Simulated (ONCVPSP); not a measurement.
## Transferability test, ONCV potential for aluminium (Al)

ONCVPSP 4.0.1 input, shortened (lines: element, Z, core and valence counts, functional; n l f; lmax; l rc ep ncon nbas qcut; lloc lpopt rc5 dvloc0; l nproj debl; icmod fcfact rcfact), LDA (Perdew-Wang 92), scalar-relativistic:

```
  Al 13.00    1    4  -001012      upf
    1    0    2.00
    2    0    2.00
    2    1    6.00
    3    0    2.00
    3    1    0.50
    2
    0    1.00    0.00    3    8   12.00
    1    1.25    0.00    4    8    9.80
    2    1.10    0.11    4    9   10.00
    4    5    0.90    1.00
    0    2    2.10
    1    2    1.60
    2    2    2.00
    0    0.00    0.00
```

Energies are relative to the spin-unpolarised reference configuration 2s2 2p6 3s2 3p0.5; without spin polarisation the order of configurations can differ from experiment.

```csv
valence configuration,charge,ΔE all-electron (eV),error AE − PS (meV)
2s2 2p6 3s2 3p0,+1,3.719,+0.1
2s2 2p5 3s2 3p1,+1,80.765,+963
```

Q: What are ΔE and the potential's error for 2s2 2p6 3s2 3p1?

A: ΔE = -2.122 eV all-electron; the error (AE − PS) is +0.1 meV.

Q: What are ΔE and the potential's error for 2s2 2p6 3s1 3p0?

A: ΔE = 23.089 eV all-electron; the error (AE − PS) is -1.0 meV.
